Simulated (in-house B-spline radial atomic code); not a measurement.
Whole-atom quantities along the 18-electron series, configuration [Ne] 3s2 3p6. Breit and QED terms are first order and not part of the total energy; the density at the nucleus is averaged over the nuclear charge. Computed with a B-spline radial code for spherical atoms: Dirac-Hartree-Fock, average of the configuration, finite nuclei.

| ion | Z | E/Z² (Eh) | Σ<r²> (bohr²) | n(0)/Z³ (bohr⁻³) | Lamb diamagnetic shielding (ppm) | repulsion over attraction | Breit energy (eV) | self-energy (eV) | vacuum polarisation (eV) | Dirac less non-relativistic energy (Eh) |
| --- | --- | --- | --- | --- | --- | --- | --- | --- | --- | --- |
| I35+ | 53 | -2.1949 | 0.83737 | 1.6008 | 4562.83 | 0.063913 | 134.48 | 111.95 | -14.938 | -195.68 |
| Xe36+ | 54 | -2.2035 | 0.79919 | 1.6477 | 4668.01 | 0.062731 | 142.94 | 119.64 | -16.202 | -212.12 |
| Cs37+ | 55 | ? | ? | ? | ? | ? | ? | ? | ? | ? |
| Ba38+ | 56 | -2.2204 | 0.72996 | 1.7491 | 4881.03 | 0.060477 | 160.96 | 136.21 | -18.996 | -248.24 |
| La39+ | 57 | -2.2288 | 0.69854 | 1.8039 | 4988.93 | 0.059403 | 170.54 | 145.12 | -20.536 | -268.02 |
| Ce40+ | 58 | -2.237 | 0.669 | 1.8609 | 5097.8 | 0.058362 | 180.5 | 154.47 | -22.179 | -289.01 |
| Pr41+ | 59 | -2.2452 | 0.64121 | 1.9211 | 5207.67 | 0.057351 | 190.87 | 164.28 | -23.931 | -311.28 |
| Nd42+ | 60 | -2.2534 | 0.61502 | 1.9837 | 5318.59 | 0.05637 | 201.65 | 174.56 | -25.799 | -334.87 |
| Pm43+ | 61 | -2.2615 | 0.59033 | 2.0464 | 5430.58 | 0.055417 | 212.84 | 185.33 | -27.787 | -359.85 |
| Sm44+ | 62 | -2.2695 | 0.567 | 2.1049 | 5543.66 | 0.054492 | 224.47 | 196.61 | -29.9 | -386.26 |
| Eu45+ | 63 | ? | ? | ? | ? | ? | ? | ? | ? | ? |
| Gd46+ | 64 | -2.2855 | 0.52409 | 2.2467 | 5773.39 | 0.052716 | 249.07 | 220.78 | -34.55 | -443.71 |
| Tb47+ | 65 | -2.2935 | 0.50433 | 2.3386 | 5890.15 | 0.051864 | 262.06 | 233.71 | -37.11 | -474.92 |
| Dy48+ | 66 | -2.3015 | 0.48559 | 2.4031 | 6008.09 | 0.051034 | 275.52 | 247.24 | -39.812 | -507.77 |
| Ho49+ | 67 | ? | ? | ? | ? | ? | ? | ? | ? | ? |
| Er50+ | 68 | -2.3174 | 0.4509 | 2.5797 | 6248.16 | 0.049438 | 303.93 | 276.17 | -45.762 | -579.02 |
| Tm51+ | 69 | -2.3253 | 0.43483 | 2.6809 | 6370.35 | 0.048669 | 318.89 | 291.63 | -49.026 | -617.55 |
| Yb52+ | 70 | -2.3333 | 0.41954 | 2.7697 | 6493.96 | 0.047919 | 334.38 | 307.77 | -52.478 | -658.05 |
| Lu53+ | 71 | -2.3413 | 0.40498 | 2.8668 | 6619.12 | 0.047188 | 350.4 | 324.65 | -56.148 | -700.68 |
| Hf54+ | 72 | -2.3493 | 0.3911 | 2.9831 | 6745.97 | 0.046473 | 366.98 | 342.27 | -60.061 | -745.57 |
| Ta55+ | 73 | -2.3574 | 0.37786 | 3.1009 | 6874.47 | 0.045774 | 384.12 | 360.68 | -64.213 | -792.74 |
| W56+ | 74 | -2.3655 | 0.36522 | 3.2227 | 7004.69 | 0.045091 | 401.85 | 379.91 | -68.619 | -842.3 |

(1) Fill in the row of Cs37+.

(2) Fill in the row of Eu45+.

(3) Fill in the row of Ho49+.

(4) With what power of Z does the column «vacuum polarisation (eV)» change over this range?

## Answers

(1) E/Z² (Eh): -2.212; Σ<r²> (bohr²): 0.76345; n(0)/Z³ (bohr⁻³): 1.6978; Lamb diamagnetic shielding (ppm): 4774.07; repulsion over attraction: 0.061586; Breit energy (eV): 151.77; self-energy (eV): 127.72; vacuum polarisation (eV): -17.553; Dirac less non-relativistic energy (Eh): -229.63.

(2) E/Z² (Eh): -2.2775; Σ<r²> (bohr²): 0.54496; n(0)/Z³ (bohr⁻³): 2.175; Lamb diamagnetic shielding (ppm): 5657.93; repulsion over attraction: 0.053592; Breit energy (eV): 236.54; self-energy (eV): 208.42; vacuum polarisation (eV): -32.153; Dirac less non-relativistic energy (Eh): -414.2.

(3) E/Z² (Eh): -2.3094; Σ<r²> (bohr²): 0.4678; n(0)/Z³ (bohr⁻³): 2.4939; Lamb diamagnetic shielding (ppm): 6127.45; repulsion over attraction: 0.050226; Breit energy (eV): 289.48; self-energy (eV): 261.39; vacuum polarisation (eV): -42.7; Dirac less non-relativistic energy (Eh): -542.47.

(4) A fit of the logarithm of its size against log Z from Z = 53 to 74 has slope 4.56.
